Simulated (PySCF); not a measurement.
O2W, SMILES [O]=[W]=[O], multiplicity 1.

Geometry: PBE0-D3(BJ)/def2-TZVP. The spin state was assumed, not searched. The def2 effective core potentials stand for the cores of W; spin–orbit coupling is left out.

Two levels are set side by side: PBE/def2-TZVPD (PySCF) and ωB97X/def2-TZVPD (PySCF). Same geometry, gas phase. Differences are taken from unrounded values.

| quantity | PBE |
|---|---|
| orbital gap (eV) | 1.13 |
| highest occupied level (eV) | -5.58 |
| lowest empty level (eV) | -4.45 |
| dipole moment (D) | 3.01 |
| mean polarisability (bohr³) | 62.6 |

Question: These are the PBE values. What does ωB97X give? (Estimate from the structure and the level; the computed values follow.)

Answer: 
```json
[
 {"quantity": "orbital gap (eV)", "ωB97X": "7.48", "PBE minus ωB97X": "-6.36"},
 {"quantity": "highest occupied level (eV)", "ωB97X": "-8.89", "PBE minus ωB97X": "3.31"},
 {"quantity": "lowest empty level (eV)", "ωB97X": "-1.41", "PBE minus ωB97X": "-3.04"},
 {"quantity": "dipole moment (D)", "ωB97X": "3.54", "PBE minus ωB97X": "-0.52"},
 {"quantity": "mean polarisability (bohr³)", "ωB97X": "60.8", "PBE minus ωB97X": "1.8"}
]
```

PBE's occupied levels lie high since its potential decays too fast outside the molecule; exact exchange lowers them and widens the gap. Differences between two approximate levels are no errors against the true value.

Rough cost on one machine, each run with all the roots and properties that it gave: ωB97X against PBE within a factor of 2.
